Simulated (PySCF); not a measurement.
## ReS2, quartet: structure and spectrum

These are results of UB3LYP/[Re def2-SVP with ECP60, S def2-SVP], scalar-relativistic core potentials, density fitting, no spin–orbit coupling, PySCF, not measurements.

The structure is a minimum.

Coordinates in bohr (charge 0 multiplicity 4):
```
Re    0.0000    0.0000   -0.4606
S     3.6132    0.0000    1.3102
S    -3.6132    0.0000    1.3102
```

```json
{"Point group": "C2v", "Bond lengths": "Re–S 2.129 Å (×2)", "Bond angles": "S–Re–S 127.8°", "Zero-point energy": "7.0 kJ/mol", "Highest occupied level (α)": "-6.51 eV", "Spin squared ⟨S²⟩": "3.782", "Heat capacity Cp at 298.15 K": "51.3 J/(mol K)", "Principal polarisabilities": "46.2, 60.3, 113.5 bohr³", "Atomisation energy without zero-point energy": "785 kJ/mol", "Entropy at 298.15 K and 1 bar (electronic part: spin only)": "311.5 J/(mol K)", "Principal quadrupole moments (Buckingham, traceless) about the centre of mass": "-3.74, 0.57, 3.17 D Å", "Rotational constants": "0.4029, 0.07211, 0.06116 cm⁻¹", "Dipole moment": "1.60 D", "Rotational symmetry number": "2", "Enthalpy at 298.15 K above 0 K": "12.82 kJ/mol", "Lowest empty level (β)": "-4.32 eV"}
```

Harmonic modes (masses in u: Re 186.956, S 31.972):
```
symmetry  ω (cm⁻¹)  IR (km/mol)  μ (u)
      a1       121          0.1  37.62
      a1       526          7.2  34.05
      b2       527         72.5  38.95
```

In C2v the vibrations span 2a1 + b2. Here b1 is antisymmetric to the molecular plane and b2 lies in it.

Charges (e):
```tsv
atom	Mulliken	Löwdin	polar tensor	spin (Mulliken)	Mayer order to Re1
Re1	0.31	-0.44	0.84	2.98	–
S2,3	-0.16	0.22	-0.42	0.01	2.17
```
Other Mayer orders above 0.3: S–S 0.38.

Mulliken populations on Re1 (electrons outside its core potential): s 2.81, p 6.44, d 5.40, f 0.04.

Formally Re is in oxidation state +4, d3, with 3 unpaired electrons (the high-spin count). The Mulliken spin on Re is 2.98. The polar-tensor charge on Re, 0.84, is far below the formal one.

Other isomers or separated fragments may lie lower. Other spin states or occupations of the open shell can lie lower. No spin–orbit coupling is included, which matters more the heavier the element.

The final relaxation and frequency run took of the order of 40 core-seconds on a shared host.
